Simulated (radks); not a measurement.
Removal energies from neutral vanadium, [Ar] 3d4 4s1, by Delta-SCF beside the eigenvalue of the level emptied. Method: scalar-relativistic Kohn-Sham, r2SCAN, spin-polarised, spherical densities, finite nucleus; meta-GGA in the generalised Kohn-Sham scheme; Fermi nuclear charge, rms radius of each element as measured or else 0.836 A^(1/3) + 0.57 fm; computed with a radial shooting solver on a logarithmic mesh with Libxc functionals. Open shells are filled with parallel spins first.

| removed from | final configuration | Delta-SCF (eV) | -eigenvalue (eV) |
|---|---|---|---|
| 4s | [Ar] 3d4 | 7.045 | 4.563 |
| 3d | [Ar] 3d3 4s1 | 8.112 | 3.148 |
| 3p | [Ne] 3s2 3p5 3d4 4s1 | 43.496 | 38.524 |
| 3s | [Ne] 3s1 3p6 3d4 4s1 | 70.763 | 65.711 |
